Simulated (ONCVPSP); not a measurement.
# germanium, ONCV: configuration errors across variants

```json
{
 "Element": "Ge (Z = 32)",
 "Generator": "ONCVPSP 4.0.1",
 "Type": "optimised norm-conserving Vanderbilt (ONCV)",
 "Functional": "LDA (Perdew-Wang 92)",
 "Relativity": "scalar-relativistic",
 "Frozen core": "[Ar] 3d10",
 "Valence charge": "4",
 "Reference configuration": "4s2 4p1 (charge +1)",
 "Partial waves": "4s: rc 1.40 bohr, ncon 4, nbas 8, qcut 4.2 1/bohr, 2 projectors, debl 0.4 Ha; 4p: rc 2.15 bohr, ncon 3, nbas 6, qcut 3.8 1/bohr, 2 projectors, debl 3.1 Ha",
 "Local potential": "polynomial inside 1.15 bohr (lpopt 1, dvloc0 0 Ha)",
 "Core correction": "none"
}
```

In the s channel the program set the typed energies aside and used -0.740, 0.250 Ha.

All-electron excitation energies from the reference (eV): (1) 4s2 4p2 -7.630; (2) 4s2 4p0 15.710; (3) 4s1 4p0 50.925; (4) 4s1 4p2 8.779.

A true bound ghost makes a file unfit for plane-wave use even where its test errors are small: the radial tests pick states by their node count and pass the ghost by.

Errors AE − PS in meV (a dash: test not solved or not reliable):

| change | (1) | (2) | (3) | (4) | bound ghosts | GHOST(+) flags above zero |
| --- | --- | --- | --- | --- | --- | --- |
| base | +4.7 | +12 | +209 | +16 | s | p |
| s: nproj 1 | +7.0 | +22 | +268 | +18 | s | p |
| local potential polynomial inside 1.35 bohr (lpopt 2, dvloc0 0 Ha) | +4.6 | +12 | +209 | +16 | s | none |
| local potential polynomial inside 1.15 bohr (lpopt 1, dvloc0 1.5 Ha) | +4.7 | +12 | +209 | +16 | s | none |
| p: qcut 4.9 | +5.5 | +15 | +218 | +14 | s | none |
| all radii scaled by about 1.13 (s 1.58, p 2.42 bohr); local potential polynomial inside 1.30 bohr (lpopt 1, dvloc0 0 Ha) | +3.7 | +7.9 | +199 | +20 | none | s |

Give the same row for: core correction Teter function, fcfact 3.75, rcfact 1.3.

-0.7, -11, -76, +1.4; bound ghosts: s; GHOST(+) flags above zero: p.
